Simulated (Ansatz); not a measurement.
One change: `C[S][In]([CH3])[F]` becomes `C[S][Al]([CH3])[F]`.

Ansatz, PBE0-D4/def2-TZVP geometries, multiplicity 1. Each molecule was computed in one conformer, which needn't be the lowest.

Elements past krypton have def2 core potentials.

| property | `C[S][In]([CH3])[F]` |
| --- | --- |
| HOMO energy (PBE/def2-TZVPP) / eV | -5.90 |
| HOMO–LUMO gap (B3LYP/def2-TZVPP) / eV | 5.43 |
| size of the dipole moment (PBE/def2-TZVPP) / D | 4.57 |
| HOMO energy (PBE0/def2-TZVPP) / eV | -7.09 |
| size of the dipole moment (B3LYP/def2-TZVPP) / D | 4.70 |
| LUMO energy (PBE/def2-TZVPP) / eV | -1.97 |

Q: What does the change do to each property? (An estimate is asked.)

A: Computed: 
```csv
property,`C[S][Al]([CH3])[F]`,shift
HOMO energy (PBE/def2-TZVPP) / eV,-6.01,-0.11
HOMO–LUMO gap (B3LYP/def2-TZVPP) / eV,6.45,1.02
size of the dipole moment (PBE/def2-TZVPP) / D,3.11,-1.46
HOMO energy (PBE0/def2-TZVPP) / eV,-7.20,-0.11
size of the dipole moment (B3LYP/def2-TZVPP) / D,3.13,-1.57
LUMO energy (PBE/def2-TZVPP) / eV,-1.04,0.93
```

With PBE0 the HOMO falls by 0.11 eV and the LUMO rises by 0.85 eV, so the gap widens by about 0.96 eV. PBE moves the HOMO by -0.11 eV and ωB97M-V by -0.10 eV. Dipoles are sizes alone; their direction can turn.

Positive LUMOs are unbound, so they and the gaps depend on the basis.

B3LYP here is the variant with VWN-RPA as its local correlation; programs differ in this.
